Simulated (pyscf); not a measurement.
H₃Si–Si•(SiH₃)–SiH₃ (SMILES [SiH3][Si]([SiH3])[SiH3]) + Cl–SiH₂–Cl (SMILES Cl[SiH2]Cl) → H₃Si–Si(SiH₃)(SiH₃)–Cl (SMILES [SiH3][Si]([SiH3])([SiH3])Cl) + •H₂Si–Cl (SMILES [SiH2]Cl) (atom transfer; doublet surface; Cl–Si broken, Cl–Si formed). Structures and frequencies: ωB97X-D3(BJ)/def2-SVP in PySCF. Rate constants from transition-state theory, ωB97M-D3(BJ)/def2-TZVP energies (ideal gas, 1 atm, RRHO with modes under 100 cm⁻¹ raised to 100, one conformer, R ln 2 for chiral ones without a mode under 150 cm⁻¹; no tunnelling), k in cm³ molecule⁻¹ s⁻¹.

```tsv
T (K)	1000/T	log10 k
298	3.354	-31.13
600	1.667	-22.02
900	1.111	?
1200	0.833	-17.02
```

Task: Fit an Arrhenius line to the three values, give the activation energy, and predict k at 900 K.

Result: Least squares gives log10 k = -12.52 − 5.57 × 1000/T, so Ea = 5.57 × ln 10 × 1.987 = 25.5 kcal/mol, against an electronic barrier of 23.0. At 900 K the line gives -18.71; the computed value is -18.77 (ΔG‡ = 54.1 kcal/mol), a factor 1.2 under the line, since the plot is curved. This is the saddle that the search found; another between the same sides may lie lower. The angle at the transferred Cl is 177°.
